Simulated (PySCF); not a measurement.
**Dipole response of Au⁻ (gold, charge -1)**

[Xe] 4f14 5d10 6s2, closed-shell 1S. Computed with PySCF 2.14 in def2-TZVPPD with the def2 core potential (60 electrons), with scalar relativity through the core potential. Coupled (time-dependent) response in atomic units; α is the mean over directions.

| method | mean α (bohr³) | C₆ (like pair) | S(−4) |
| --- | --- | --- | --- |
| UHF | 100.7 | 1189 | 5608 |
| MN15 | 82.99 | 958.1 | 3293 |

S(−4) is the Cauchy moment in α(ω) = α(0) + S(−4) ω² + …

α(iu) at MN15:

```csv
u (hartree),α(iu) (bohr³)
0,82.99
0.0500,75.62
0.100,60.47
0.200,35.99
0.300,23.52
0.500,13.32
0.750,8.684
1.00,6.477
1.50,4.188
2.00,2.940
3.00,1.644
5.00,0.7016
```

For an ion, C₆ is the dispersion term alone; charge-induced terms of lower order in 1/R come first.

Energies and moments cover only the electrons outside the core potential. Spin-orbit coupling, which splits the p, d and f shells strongly at this Z, is absent.
